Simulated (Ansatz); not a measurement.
Molecule: SiH$_{5}$, charge -1, multiplicity 1. 
Coordinates optimised at B3LYP-D3(BJ)/def2-TZVP (Ansatz, a first-principles code):
```
Si
H 1 1.5303
H 1 1.5303 2 120.00
H 1 1.5303 2 120.00 3 180.00
H 1 1.6158 2 90.00 3 90.00
H 1 1.6158 2 90.00 5 -180.00
```
Charge -1, spin multiplicity 1.

Basis-set convergence of Hartree-Fock and MP2 correlation energies (hartree) with Ansatz. Correlated levels leave the core frozen unless marked. No spin-orbit coupling. No relativistic terms. This anion needs diffuse functions, which these sets lack.

| basis | functions | E(HF) | E(corr, MP2) |
|---|---|---|---|
| def2-SVP | 43 | -291.65931 | -0.14411 |
| def2-TZVPP | 112 | -291.76769 | -0.18432 |
| def2-QZVPP | 220 | ? | ? |

### Question
Complete the blanks.

### Answer

- def2-QZVPP, E(HF): -291.77859
- def2-QZVPP, E(corr, MP2): -0.19703
